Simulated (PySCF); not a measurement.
**Solvent effects on NMR parameters**

Geometry:
```csv
atom,x (Å),y (Å),z (Å)
C1,-3.217,-0.063,-0.248
C2,-1.832,-0.687,-0.313
C3,-0.706,0.317,-0.108
C4,0.677,-0.313,-0.150
C5,1.795,0.698,0.053
C6,3.167,0.080,0.059
F7,3.306,-0.813,1.048
F8,3.431,-0.559,-1.087
F9,4.117,1.007,0.225
H10,-4.007,-0.814,-0.402
H11,-3.396,0.411,0.731
H12,-3.343,0.715,-1.018
H13,-1.746,-1.484,0.446
H14,-1.695,-1.188,-1.288
H15,-0.774,1.107,-0.879
H16,-0.847,0.832,0.860
H17,0.824,-0.824,-1.116
H18,0.753,-1.094,0.625
H19,1.790,1.459,-0.743
H20,1.677,1.230,1.009
```

GIAO PBE0/pcSseg-1 in PySCF 2.14 on one PBE0-D3(BJ)/def2-SVP conformer, non-relativistic, equivalent nuclei averaged. Solvents enter as an IEF-PCM continuum (tetrahydrofuran with ε = 7.4, acetone with ε = 20.5) around the gas-phase geometry. Shifts are referred to TMS, CFCl3 computed in the same medium.

Gas phase, δ in ppm: C6 132.0, C5 37.8, C3 35.0, C2 26.9, C4 25.6, C1 16.5, F7/F8/F9 -84.1, H19/H20 1.75, H17/H18 1.38, H13/H14 1.25, H10/H11/H12 1.04, H15/H16 1.01. Dipole moment 2.46 D.

**Question.** How does each δ change in the continuum?

**Answer.** 
| atoms | environment | Δδ, tetrahydrofuran | Δδ, acetone |
| --- | --- | --- | --- |
| C6 | CF3 carbon | +1.7 | +2.0 |
| C5 | sp3 CH2 | +0.1 | +0.2 |
| C3 | sp3 CH2 | +0.2 | +0.3 |
| C2 | sp3 CH2 | +0.5 | +0.6 |
| C4 | sp3 CH2 | +0.6 | +0.7 |
| C1 | methyl carbon | +0.3 | +0.3 |
| F7/F8/F9 | fluorine of a CF3 group | +0.3 | +0.3 |
| H19/H20 | hydrogen on an sp3 CH2 | +0.20 | +0.23 |
| H17/H18 | hydrogen on an sp3 CH2 | -0.02 | -0.02 |
| H13/H14 | hydrogen on an sp3 CH2 | -0.01 | -0.01 |
| H10/H11/H12 | hydrogen on a methyl carbon | -0.02 | -0.02 |
| H15/H16 | hydrogen on an sp3 CH2 | +0.06 | +0.07 |

Changes are relative to the gas phase. The dipole moment becomes 2.73 D in tetrahydrofuran, 2.77 D in acetone.

**Question.** Which of the listed nuclei move most (in ppm), and what does the model miss?

**Answer.** C6 (CF3 carbon, +2.0 ppm) in acetone. A continuum only polarises the solute; specific hydrogen bonds, the anisotropy of aromatic solvents and changes of geometry or conformer are outside it.
